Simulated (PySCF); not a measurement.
Cd(NMe2)(SiH3), C2H9CdNSi, SMILES C[N](C)[Cd][SiH3] (PBE0/def2-SVP optimised geometry):

```
14

Cd     0.222     0.001     0.000
N     -1.796     0.004     0.000
C     -2.591    -0.645     1.003
C     -2.591     0.649    -1.005
H     -3.259     0.063     1.542
H     -3.253    -1.432     0.579
H     -1.965    -1.135     1.767
H     -3.253    -0.062    -1.546
H     -3.259     1.432    -0.582
H     -1.965     1.142    -1.766
Si     2.703     0.001     0.000
H      3.258     0.595     1.258
H      3.241     0.801    -1.147
H      3.259    -1.385    -0.123
```

Computed with PBE0/def2-TZVP, def2 effective core potentials past Kr (PySCF).

**Question.** What are the frontier orbital energies and the dipole moment?

**Answer.** HOMO-2 -8.79 eV, HOMO-1 -7.54 eV, HOMO -5.44 eV, LUMO -0.91 eV, LUMO+1 -0.63 eV; dipole moment 0.12 D.
